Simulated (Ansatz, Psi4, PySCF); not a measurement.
C$_{3}$H$_{10}$O$_{3}$Sn, charge -1, doublet, at the geometry of the source list (a state made from the parent by changing its charge; the spin is typed, not shown lowest) (all electrons, no relativity) (in this run its highest filled SCF level lies above zero, so its values depend strongly on the basis, on diffuse functions most of all). Base run: PBE0/STO-3G (PySCF).

Geometry (Å):
```xyz
17

C     -1.0678    -1.5097    -0.6042
C     -1.0533    -0.2042     0.1526
C     -1.6418     0.9438    -0.6314
Sn     1.0571     0.2730     0.7161
O      2.2590    -0.0388    -0.8576
O      1.8429    -0.8672     2.1394
O      1.4837     2.1448     1.2482
H     -0.5128    -1.4252    -1.5337
H     -0.6356    -2.3158    -0.0150
H     -2.0983    -1.7741    -0.8404
H     -1.5490    -0.3086     1.1201
H     -2.6933     0.7369    -0.8290
H     -1.1341     1.0636    -1.5861
H     -1.5795     1.8796    -0.0782
H      3.1706     0.2083    -0.7127
H      2.4599    -1.5210     1.8048
H      1.6925     2.7146     0.5070
```
Charge -1, spin multiplicity 2.
Orbitals are unrestricted.
All else is at PySCF's defaults.

The same geometry, method and basis name were run in Ansatz (a quantum-chemistry and plane-wave program) and Psi4 and PySCF, at each program's defaults and at the settings that a row names. The base is PySCF at its defaults. Differences at the defaults can come from grids, fitting, cores and function types together.

```csv
code and settings,ΔE vs base (mEh),basis functions,E (Eh),SCF cycles
"PySCF, defaults (exact integrals, its default grid, spherical functions)",0.000,67,-6305.91641,13
"Ansatz, defaults (factorised integrals, its default grid, spherical functions)",-0.002,67,-6305.91641,-
"PySCF, fine grid",-0.012,67,-6305.91642,13
"Psi4, exact integrals, spherical functions, fine grid",0.031,67,-6305.91638,14
"Ansatz, high accuracy",-0.008,67,-6305.91642,-
```

Open shells are given as the SCF converged; they aren't shown to be the lowest states, and a large step between rows can be another state.
